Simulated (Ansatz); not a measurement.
Ansatz (a first-principles code) input (CCSD(T)/6-31G):

Ansatz 0.2 input:
```yaml
crystal:
  periodic: [false, false, false]
  atoms:
    - {symbol: C, position_ang: [-2.40572217, 0.19589053, -0.10945038]}
    - {symbol: C, position_ang: [-0.98179752, 0.36282453, 0.41768322]}
    - {symbol: C, position_ang: [0.04623637, -0.30218221, -0.48837562]}
    - {symbol: S, position_ang: [1.76781554, -0.20198827, 0.11709108]}
    - {symbol: H, position_ang: [-2.67828148, -0.85968184, -0.18057449]}
    - {symbol: H, position_ang: [-3.12744383, 0.68218435, 0.54880034]}
    - {symbol: H, position_ang: [-2.51422136, 0.63418117, -1.10428319]}
    - {symbol: H, position_ang: [-0.74342541, 1.42639086, 0.50893567]}
    - {symbol: H, position_ang: [-0.89720017, -0.05886426, 1.42168843]}
    - {symbol: H, position_ang: [-0.00028286, 0.10515515, -1.49922205]}
    - {symbol: H, position_ang: [-0.14885085, -1.37378329, -0.56566815]}
    - {symbol: H, position_ang: [1.87235736, 1.13703297, 0.07772288]}
basis:
  gaussian:
    orbitals: 6-31G
magnetization: {spin_polarized: false}
correlation: {method: ccsd_t, electrons: outside_noble_gas}
```

End of the output:

```
mean field -14032.50840499 eV, -515.6851723074 hartree, gradient 1.2e-6 eV, S^2 0.000000; 1 other end points of the search recorded, 0 dependent functions left out
8 core orbitals not correlated
reference -14032.50840499 eV, -515.6851723074 hartree; 13, 13 occupied and 35, 35 virtual orbitals, 777 factors
second order -9.01347849 eV of doubles, -0.00000000 eV of singles
coupled cluster: 0.13 GiB planned
cycle   1  -9.91535858 eV  change   -9.0e-1 eV  update   7.4e-2
cycle   2  -10.31621766 eV  change   -4.0e-1 eV  update   2.6e-2
cycle   3  -10.36863522 eV  change   -5.2e-2 eV  update   7.0e-3
cycle   4  -10.37274436 eV  change   -4.1e-3 eV  update   2.0e-3
cycle   5  -10.37308994 eV  change   -3.5e-4 eV  update   4.9e-4
cycle   6  -10.37305750 eV  change    3.2e-5 eV  update   1.4e-4
cycle   7  -10.37304943 eV  change    8.1e-6 eV  update   4.2e-5
cycle   8  -10.37305149 eV  change   -2.1e-6 eV  update   1.4e-5
perturbative correction -0.22233817 eV, -0.0081707770 hartree
Total energy: -14043.10379465 eV, -516.0745456957 hartree
```
